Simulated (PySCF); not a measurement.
**Vibration and rotation of SiI**

PBE0 constants of SiI, ²Π (doublet), unpaired electrons π ↑ (Si cc-pV(T+d)Z, I cc-pVTZ-PP with ECP28; scalar-relativistic core potentials (PySCF 2.14); masses 27.9769 and 126.9045 u):

| Property | Result |
| --- | --- |
| ωe | 363.6 cm⁻¹ |
| ωexe | 1.09 cm⁻¹ |
| Be | 0.12272 cm⁻¹ |
| αe | 0.000538 cm⁻¹ |
| De to Si + I | 3.33 eV |

(1) What force constant and bond length do these constants imply?

(2) Estimate the centrifugal constant D from the Kratzer relation and find the Dunham coefficient a1.

These are scalar-relativistic numbers at best; spin–orbit coupling would shift them, the dissociation energy most. The state was picked by a PBE0 search and need not be the measured ground state.

Results:

(1) Reduced mass μred = 22.923 u; k = 5.8918×10⁻⁷·μred·ωe² (u, cm⁻¹, mdyn/Å) = 1.79 mdyn/Å; Re = √(16.8576/(μred·Be)) (u, cm⁻¹, Å) = 2.448 Å.

(2) D = 4Be³/ωe² = 5.59e-08 cm⁻¹; a1 = −1 − αeωe/(6Be²) = -3.16.
